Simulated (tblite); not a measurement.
Run record: tight-binding relaxation, `C[SiH](C)CCCCBr`.

Computed with GFN2-xTB geometry optimisation, gas phase (tblite 0.8.0). Start geometry: from a force field or distance geometry. A driver script takes a list of jobs; this job's settings line and coordinates (Å) are shown.

Command:
```bash
OMP_NUM_THREADS=1 python probes_run.py task.json out
```

Input:
```
{"job": {"kind": "relax", "xc": "GFN2-xTB", "basis": "xTB"}, "charge": 0, "multiplicity": 1}
C     -3.130600    -1.294000     0.046500
Si    -1.821500    -0.040700     0.440100
C     -2.186800     1.594600    -0.331800
C     -0.130500    -0.674800    -0.131900
C      1.062600     0.202600     0.255100
C      2.374700    -0.404900    -0.244800
C      3.561200     0.479700     0.126100
Br     5.218000    -0.323500    -0.510300
H     -2.922900    -2.255900     0.525900
H     -3.209800    -1.458100    -1.027700
H     -4.120600    -0.950400     0.395900
H     -1.767500     0.128700     1.924800
H     -1.449800     2.347200    -0.054100
H     -2.209100     1.515600    -1.428800
H     -3.175400     1.978400    -0.007100
H      0.010400    -1.679300     0.319900
H     -0.166500    -0.804600    -1.208600
H      0.939200     1.197300    -0.190400
H      1.106300     0.340900     1.342300
H      2.511400    -1.401900     0.199200
H      2.335800    -0.530200    -1.326400
H      3.493800     1.468700    -0.329400
H      3.672800     0.591400     1.225600
```

Output:
```
step      E/eV     max force
  0    -715.50886    1.601
  1    -715.59046    0.518
  2    -715.60059    0.235
  3    -715.60943    0.305
  4    -715.61801    0.249
  5    -715.62285    0.171
  6    -715.62503    0.086
  7    -715.62605    0.076
  8    -715.62666    0.085
  9    -715.62715    0.062
... (12 lines left out)
 22    -715.62841    0.016
 23    -715.62845    0.015
 24    -715.62849    0.017
 25    -715.62853    0.019
 26    -715.62857    0.017
 27    -715.62862    0.014
 28    -715.62866    0.017
 29    -715.62869    0.015
 30    -715.62872    0.015
 31    -715.62874    0.010
```

«max force» is the largest atomic force in eV/Å.

Problem. From which step on does the largest force stay under 0.1 eV/Å, and how much energy is left to gain from there?

Solution. From step 6 (0.086 eV/Å), 3.7 meV above the end.

Summary of the converged run: energy lowered by 2.8 kcal/mol over 31 steps; largest atomic force 0.010 eV/Å at the end.

Problem. Where do the atoms end?

Solution. 0.033 Å rms from the input after alignment:
```
atom  x, y, z in Å
C1    -3.1498   -1.3032    0.0516
Si2   -1.8057   -0.0349    0.4973
C3    -2.1926    1.6321   -0.3349
C4    -0.1250   -0.7038   -0.1199
C5     1.0591    0.1857    0.2416
C6     2.3800   -0.4113   -0.2455
C7     3.5481    0.4784    0.1307
Br8    5.2418   -0.2794   -0.4897
H9    -2.9551   -2.2670    0.5119
H10   -3.2086   -1.4589   -1.0220
H11   -4.1266   -0.9711    0.3883
H12   -1.7382    0.1471    1.9597
H13   -1.4603    2.3898   -0.0723
H14   -2.2011    1.5440   -1.4182
H15   -3.1668    2.0030   -0.0306
H16    0.0449   -1.6974    0.2985
H17   -0.1512   -0.8299   -1.2040
H18    0.9249    1.1739   -0.2036
H19    1.0984    0.3156    1.3255
H20    2.5176   -1.4016    0.1961
H21    2.3483   -0.5326   -1.3313
H22    3.4713    1.4628   -0.3299
H23    3.6419    0.5857    1.2109
```

The run took 0.3 s of wall time on one thread, Arm Neoverse V1 (aarch64), shared host.
Labels such as C1 count atoms from 1, the log's own numbers from 0.
